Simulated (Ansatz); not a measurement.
Computed with Ansatz on PBE0-D4/def2-TZVP structures; ΔE is electronic, products minus reactants. CCSD(T)/CBS is the MP2 limit (def2-TZVPP, def2-QZVPP) plus CCSD(T) − MP2 in def2-TZVPP, frozen cores. This one scheme is used for every species. DFT in def2-TZVPP. B3LYP here is the variant with VWN-RPA as its local correlation; programs differ in this. HSE06 is defined as in plane-wave codes. For Br, Mg outer-core shells are correlated without core-valence functions, which leaves a few kJ/mol of doubt a bond. Scalar relativity is left out up to krypton. Each species was taken in one conformer, which may not be the lowest.

Consider the ligand exchange at a Mg–O bond: `[OH][Mg][Br]` + HCl → `[Cl][Mg][Br]` + H₂O.

```csv
level,ΔE (kcal/mol),difference from CCSD(T)/CBS
LDA (SPW92),-17.8,1.1
revPBE-D4,-19.2,-0.3
BLYP-D4,-17.6,1.3
r2SCAN-D4,-19.3,-0.4
PBE0-D4,-20.3,-1.4
r2SCANh-D4,-19.6,-0.7
HSE06-D4,-20.4,-1.5
ωB97X-V,-18.9,0.0
PBE,-19.0,-0.1
PBE0,-20.2,-1.3
B3LYP,-18.5,0.4
HSE06,-20.3,-1.4
CAM-B3LYP,-17.7,1.2
MP2/def2-SVP,-17.0,1.9
CCSD/def2-SVP,-17.5,1.4
SCS-MP2/def2-TZVPP,-17.8,1.1
CCSD(T)/CBS,-18.9,0
```

Largest T1 diagnostic among the species: 0.008.

From r2SCAN to r2SCAN0 (25 % exact exchange), in def2-TZVPP and without D4, ΔE moves by −0.9 kcal/mol. Leaving LDA and LC-ωPBE aside and taking each functional with its dispersion term where it has one, the values spread over 2.9 kcal/mol, from HSE06-D4 to BLYP-D4. LDA lies +1.2 kcal/mol from PBE without D4.
